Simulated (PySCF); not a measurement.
H6NSi2, SMILES [SiH3][N][SiH3], multiplicity 2. Atoms are numbered in the order given.

```xyz
9

Si     0.0026     0.0787     1.6353
N      0.0192    -0.4984     0.0000
Si     0.0026     0.0787    -1.6353
H     -1.4034    -0.1027     2.1136
H      0.9116    -0.7686     2.4600
H      0.3880     1.5135     1.8161
H      0.3880     1.5135    -1.8161
H     -1.4034    -0.1027    -2.1136
H      0.9116    -0.7686    -2.4600
```
Charge 0, spin multiplicity 2.

Coordinates come from a B3LYP-D3(BJ)/def2-SVP optimisation. The isomer is the one that the SMILES or the coordinates give; other isomers of the formula were not compared.

All values below come from PySCF with CAM-B3LYP/def2-TZVPD.

Mulliken values depend strongly on the basis, most of all with diffuse functions as here. ESP charges are fitted to the potential on shells at 1.4 to 2.0 van der Waals radii. Atomic charges (e):

| atom | Mulliken | meta-Löwdin | ESP fit | Mulliken spin |
|---|---|---|---|---|
| Si1 | 0.21 | 0.63 | ? | -0.02 |
| N2 | -0.03 | -0.61 | ? | 0.88 |
| Si3 | 0.21 | 0.63 | ? | -0.02 |
| H4 | -0.06 | -0.09 | ? | 0.05 |
| H5 | -0.07 | -0.10 | ? | 0.02 |
| H6 | -0.07 | -0.13 | ? | 0.00 |
| H7 | -0.07 | -0.13 | ? | 0.00 |
| H8 | -0.06 | -0.09 | ? | 0.05 |
| H9 | -0.07 | -0.10 | ? | 0.02 |

Question: Fill in the missing entries. (The exact figures need the calculation; the answer reports its results.)

Answer: 
- Si1, ESP fit: 0.44
- N2, ESP fit: -0.40
- Si3, ESP fit: 0.44
- H4, ESP fit: -0.07
- H5, ESP fit: -0.08
- H6, ESP fit: -0.09
- H7, ESP fit: -0.09
- H8, ESP fit: -0.07
- H9, ESP fit: -0.08
